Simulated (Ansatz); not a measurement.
Reaction (isomerisation): `C[SiH2]SCF` → `C[SiH](F)CS`

Calculated with Ansatz (gas phase, PBE0-D4/def2-TZVP geometries, no zero-point term in ΔE). CBS: MP2 limit from def2 TZ/QZ plus the TZ coupled-cluster correction, frozen cores. Each species was taken in one conformer, which may not be the lowest.

```csv
species,CCSD/CBS(def2) energy (Eh)
`C[SiH2]SCF`,-866.95107
`C[SiH](F)CS`,-867.01623
```

**Question.** Work out ΔE.

**Answer.** ΔE = (-867.01623) − (-866.95107) = -0.06516 Eh = -171.1 kJ/mol. CCSD(T)/CBS gives -168.4 kJ/mol.

Largest T1 diagnostic among the species: 0.011.

From PBE to PBE0 (25 % exact exchange), in def2-TZVPP and without D4, ΔE moves by −8.0 kJ/mol.
